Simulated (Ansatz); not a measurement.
Basis-set extrapolation for `CCC[O][AlH2]` (PBE0-D4/def2-TZVP geometry, frozen core, the Gaussian-basis code of Ansatz). Multiplicity 1, RHF reference.

|  | def2-TZVPP | def2-QZVPP |
| --- | --- | --- |
| HF | -435.747076 | -435.763952 |
| MP2 correlation | -0.845134 | -0.903235 |
| CCSD(T) correlation | -0.928459 | not run |

Energies in hartree. Use E(X) = E(∞) + A·exp(−7.88·√X) for Hartree–Fock and E(X) = E(∞) + B·X^(−2.97) for correlation, with X = 3 and 4, and add CCSD(T) minus MP2 of the smaller set to the MP2 limit.

**Question.** What is the CCSD(T) energy at the basis-set limit?

**Answer.** HF limit: -435.763952 + (-0.016876) × 0.13774 = -435.76628. MP2 limit: -0.903235 + (-0.058101) × 0.74074 = -0.94627. Higher-order term: -0.928459 − (-0.845134) = -0.08332. Total: -436.79587 hartree, 75.5 kcal/mol below CCSD(T)/def2-TZVPP.
